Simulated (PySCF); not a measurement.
C$_{2}$H$_{8}$Si, charge -1, doublet, geometry from GFN2-xTB (a state made from the parent by changing its charge; the spin is typed, not shown lowest) (in this run its highest filled SCF level lies above zero, so its values depend strongly on the basis, on diffuse functions most of all); BLYP/STO-3G (PySCF).

Input for PySCF:
```python
from pyscf import gto, scf, dft

mol = gto.Mole()
mol.atom = '''
    Si    0.036509   -0.433586   -0.365069
    C     1.531917    0.704416    0.028610
    C    -1.590660   -0.005894    0.559959
    H     0.467240   -1.527358    0.704050
    H    -0.371868    0.395331   -1.656872
    H     1.346210    1.751742   -0.212706
    H     2.390660    0.390371   -0.565822
    H     1.838065    0.660492    1.074445
    H    -2.376140   -0.693960    0.245314
    H    -1.949584    1.002029    0.348119
    H    -1.503247   -0.099576    1.643014
'''
mol.basis = 'sto-3g'
mol.charge = -1
mol.spin = 1
mol.verbose = 4
mol.build()

mf = dft.UKS(mol)
mf.xc = 'blyp'
mf.kernel()
mf.analyze()
```

Output, abridged:

```
PySCF version 2.14.0

[INPUT] verbose = 4
[INPUT] num. atoms = 11
[INPUT] num. electrons = 35
[INPUT] charge = -1
[INPUT] spin (= nelec alpha-beta = 2S) = 1
[INPUT] symmetry False subgroup None
[INPUT] Mole.unit = angstrom
[INPUT] Symbol           X                Y                Z      unit          X                Y                Z       unit  Magmom
[...]
nuclear repulsion = 111.847411595838
number of shells = 19
number of NR pGTOs = 81
number of NR cGTOs = 27
basis = sto-3g
ecp = {}

******** <class 'pyscf.dft.uks.UKS'> ********
method = UKS
initial guess = minao
damping factor = 0
level_shift factor = 0
DIIS = <class 'pyscf.scf.diis.CDIIS'>
diis_start_cycle = 1
diis_space = 8
diis_damp = 0
SCF conv_tol = 1e-09
SCF conv_tol_grad = None
SCF max_cycles = 50
direct_scf = True
direct_scf_tol = 1e-13
number electrons alpha = 18  beta = 17
XC library pyscf.dft.libxc version 7.1.2
    S. Lehtola, C. Steigemann, M. J. T. Oliveira, and M. A. L. Marques,  SoftwareX 7, 1–5 (2018)
XC functionals = blyp
    A. D. Becke,  Phys. Rev. A 38, 3098 (1988)
    C. Lee, W. Yang, and R. G. Parr,  Phys. Rev. B 37, 785 (1988)
    B. Miehlich, A. Savin, H. Stoll, and H. Preuss,  Chem. Phys. Lett. 157, 200 (1989)
radial grids:
    Treutler-Ahlrichs [JCP 102, 346 (1995); DOI:10.1063/1.469408] (M4) radial grids

becke partition: Becke, JCP 88, 2547 (1988); DOI:10.1063/1.454033
pruning grids: <function nwchem_prune>
grids dens level: 3
symmetrized grids: False
atomic radii adjust function: <function treutler_atomic_radii_adjust>
small_rho_cutoff = 0
Set gradient conv threshold to 3.16228e-05
tot grids = 125880
init E= -365.695830935345

cycle= 1 E= -365.798715038546  delta_E= -0.103  |g|= 0.291  |ddm|= 2.79
cycle= 2 E= -365.790671121704  delta_E= 0.00804  |g|= 0.321  |ddm|= 0.812
cycle= 3 E= -365.854799486127  delta_E= -0.0641  |g|= 0.0232  |ddm|= 0.461
cycle= 4 E= -365.855332749514  delta_E= -0.000533  |g|= 0.00179  |ddm|= 0.0671
cycle= 5 E= -365.855336095382  delta_E= -3.35e-06  |g|= 0.000501  |ddm|= 0.0051
cycle= 6 E= -365.855336332495  delta_E= -2.37e-07  |g|= 0.000247  |ddm|= 0.0019
cycle= 7 E= -365.855336399004  delta_E= -6.65e-08  |g|= 2.22e-05  |ddm|= 0.000791
cycle= 8 E= -365.85533639966  delta_E= -6.56e-10  |g|= 5.23e-06  |ddm|= 6.38e-05
Extra cycle  E= -365.855336399693  delta_E= -3.27e-11  |g|= 2.02e-06  |ddm|= 1.55e-05
converged SCF energy = -365.855336399693  <S^2> = 0.7527281  2S+1 = 2.0027262
**** SCF Summaries ****
Total Energy =                        -365.855336399692987
Nuclear Repulsion Energy =             111.847411595837997
One-electron Energy =                 -736.400499120375912
Two-electron Energy =                  258.697751124844899
Two-electron Coulomb Energy =          293.896443188041246
DFT Exchange-Correlation Energy =      -35.198692063196361
**** MO energy ****
                             alpha | beta                alpha | beta
[...]
To work with the spin densities directly, `use mulliken_meta_spin()` only printing them here.

 ** Mulliken spin pop alpha/beta on meta-lowdin orthogonal AOs **
 ** Mulliken Spin Density (per AO)  **
spin_pop of  0 Si 1s        0.00000
spin_pop of  0 Si 2s        0.00010
spin_pop of  0 Si 3s        0.14570
spin_pop of  0 Si 2px      -0.00003
spin_pop of  0 Si 2py       0.00023
spin_pop of  0 Si 2pz       0.00015
spin_pop of  0 Si 3px       0.01253
spin_pop of  0 Si 3py       0.23670
spin_pop of  0 Si 3pz       0.15831
spin_pop of  1 C 1s       -0.00000
spin_pop of  1 C 2s       -0.00315
spin_pop of  1 C 2px      -0.00854
spin_pop of  1 C 2py      -0.00428
spin_pop of  1 C 2pz      -0.00133
spin_pop of  2 C 1s       -0.00000
spin_pop of  2 C 2s       -0.00315
spin_pop of  2 C 2px      -0.00952
spin_pop of  2 C 2py      -0.00160
spin_pop of  2 C 2pz      -0.00303
spin_pop of  3 H 1s        0.23310
spin_pop of  4 H 1s        0.23156
spin_pop of  5 H 1s        0.00089
spin_pop of  6 H 1s        0.00665
spin_pop of  7 H 1s        0.00058
spin_pop of  8 H 1s        0.00665
spin_pop of  9 H 1s        0.00089
spin_pop of  10 H 1s        0.00058
 ** Mulliken Spin Density (per atom)  **
spin density of  0 Si =      0.55369
spin density of  1 C =     -0.01730
spin density of  2 C =     -0.01730
spin density of  3 H =      0.23310
spin density of  4 H =      0.23156
spin density of  5 H =      0.00089
spin density of  6 H =      0.00665
spin density of  7 H =      0.00058
spin density of  8 H =      0.00665
spin density of  9 H =      0.00089
spin density of  10 H =      0.00058
 ** Mulliken pop alpha/beta on meta-lowdin orthogonal AOs **
 ** Mulliken pop       alpha | beta **
[...]
In total            18.00000 | 17.00000
 ** Mulliken atomic charges   ( Nelec_alpha | Nelec_beta ) **
charge of  0Si =      0.27074  (     7.14148      6.58779 )
charge of  1C =     -0.30984  (     3.14627      3.16357 )
charge of  2C =     -0.30984  (     3.14627      3.16357 )
charge of  3H =     -0.30671  (     0.76991      0.53681 )
charge of  4H =     -0.30650  (     0.76903      0.53747 )
charge of  5H =     -0.00684  (     0.50387      0.50297 )
charge of  6H =     -0.00538  (     0.50601      0.49936 )
charge of  7H =     -0.00670  (     0.50364      0.50306 )
charge of  8H =     -0.00538  (     0.50601      0.49936 )
charge of  9H =     -0.00684  (     0.50387      0.50297 )
charge of  10H =     -0.00670  (     0.50364      0.50306 )

WARN: System has nonzero charge -1; the dipole moment is origin-dependent.
Location of origin: [0. 0. 0.]

Dipole moment(X, Y, Z, Debye): -0.10407,  1.22567,  1.02704
```
